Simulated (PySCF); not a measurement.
C₅H₉ClO.
Bonds: C1–C2, C2–C3, C3–C4, C4–C5, C5–O6 (double), C5–Cl7. Hydrogens: H8, H9, H10 on C1; H11, H12 on C2; H13, H14 on C3; H15, H16 on C4.

The same species was optimised twice, with GFN2-xTB and with PBE0-D3(BJ)/def2-SVP (PySCF), and the same property calculations (PySCF, gas phase) were run on both structures.

```csv
coordinate,GFN2-xTB,PBE0-D3(BJ)/def2-SVP,change
C5–Cl7 (Å),1.781,1.798,+0.017
C3–C4 (Å),1.529,1.518,-0.011
C4–C5 (Å),1.490,1.499,+0.009
C2–C3 (Å),1.527,1.523,-0.004
C1–C2 (Å),1.524,1.520,-0.004
C5=O6 (Å),1.182,1.182,0.000
C3–C4–C5 (°),111.7,113.5,+1.8
C1–C2–C3 (°),111.4,113.1,+1.7
C4–C5–O6 (°),129.1,127.7,-1.4
O6–C5–Cl7 (°),119.5,120.6,+1.1
C2–C3–C4 (°),111.7,112.6,+0.9
C4–C5–Cl7 (°),111.4,111.7,+0.3
C1–C2–C3–C4 (°),180,179,-1
C2–C3–C4–C5 (°),180,180,0
C3–C4–C5–O6 (°),0,-1,-1
```

Rotational constants: A = 6633, B = 786.3, C = 715.4 MHz (GFN2-xTB) against A = 6552, B = 776.2, C = 706.1 MHz (PBE0-D3(BJ)/def2-SVP). Point groups within 0.08 Å: Cs and Cs.

On the GFN2-xTB structure: HOMO (eV) -8.53 [PBE0/pcSseg-1]; LUMO (eV) -0.93 [PBE0/pcSseg-1]; dipole (D) 3.13 [PBE0/pcSseg-1]; GIAO shielding of C1 (ppm) 170.1 [PBE0/pcSseg-1]; GIAO shielding of C2 (ppm) 160.4 [PBE0/pcSseg-1]; GIAO shielding of C3 (ppm) 155.1 [PBE0/pcSseg-1]; GIAO shielding of C4 (ppm) 135.8 [PBE0/pcSseg-1]; GIAO shielding of C5 (ppm) 2.8 [PBE0/pcSseg-1]; GIAO shielding of O6 (ppm) -254.7 [PBE0/pcSseg-1]; GIAO shielding of Cl7 (ppm) 483.0 [PBE0/pcSseg-1].

**Question.** What do these properties become on the PBE0-D3(BJ)/def2-SVP structure?

**Answer.** 
```csv
property,level,on GFN2-xTB,on PBE0-D3(BJ)/def2-SVP,change
HOMO (eV),PBE0/pcSseg-1,-8.53,-8.57,-0.04
LUMO (eV),PBE0/pcSseg-1,-0.93,-0.94,-0.01
dipole (D),PBE0/pcSseg-1,3.13,3.12,-0.01
"energy, GFN2-xTB geometry as zero (kcal/mol)",PBE0/pcSseg-1,0.0,-0.7,-0.7
GIAO shielding of C1 (ppm),PBE0/pcSseg-1,170.1,168.3,-1.8
GIAO shielding of C2 (ppm),PBE0/pcSseg-1,160.4,159.3,-1.1
GIAO shielding of C3 (ppm),PBE0/pcSseg-1,155.1,155.2,+0.1
GIAO shielding of C4 (ppm),PBE0/pcSseg-1,135.8,133.9,-1.9
GIAO shielding of C5 (ppm),PBE0/pcSseg-1,2.8,1.9,-0.9
GIAO shielding of O6 (ppm),PBE0/pcSseg-1,-254.7,-252.7,+2.0
GIAO shielding of Cl7 (ppm),PBE0/pcSseg-1,483.0,480.1,-2.9
```

The heavy atoms differ by 0.024 Å rms after alignment. Among bonds between heavy atoms C5–Cl7 changes most (+0.017 Å). Changes are differences of the printed values. Neither structure is proved a minimum here.

The values belong to the conformer `[CH3:1][CH2:2][CH2:3][CH2:4][C:5](=[O:6])[Cl:7]`: C1–C2–C3–C4 179°, C2–C3–C4–C5 180°, C3–C4–C5–O6 -1°.
